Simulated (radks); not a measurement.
Values are calculated unless marked as measured or tabulated.
Species: Hg I. Configuration: [Hg]. Level of theory: scalar-relativistic Kohn-Sham, BP86, spin-polarised, spherical densities, point nucleus (a radial shooting solver on a logarithmic mesh with Libxc functionals).

Normalised radial functions P(r) = r R(r), r in bohr:

```
   r/bohr * 5p, o 5d (the largest magnitude, 1.1, reaches the edge; | marks zero, & curves that meet)
 0.001814                             &
 0.002862                             &
 0.004516                             o*
 0.007068                             o*
  0.01115                             o  *
  0.01759                             o    *
  0.02776                             |o     *
   0.0438                             |  o   *
   0.0691                             |*    o
    0.109                    *        |      o
    0.172                      *      | o
   0.2714                     o       |          *
   0.4282                     o       |         *
   0.6756          *                  |        o
    1.057  *                          |                     o
    1.668                  *          |                 o
    2.632                           * |       o
    4.153                             * o
    6.552                             &
```

5p: eigenvalue -66.666 eV, 3 radial nodes at r = 0.0716, 0.207, 0.505 bohr, <r> = 1.04 bohr, 90 % of the charge inside 1.51 bohr. 5d: eigenvalue -9.982 eV, 2 radial nodes at r = 0.189, 0.547 bohr, <r> = 1.50 bohr, 90 % of the charge inside 2.35 bohr.
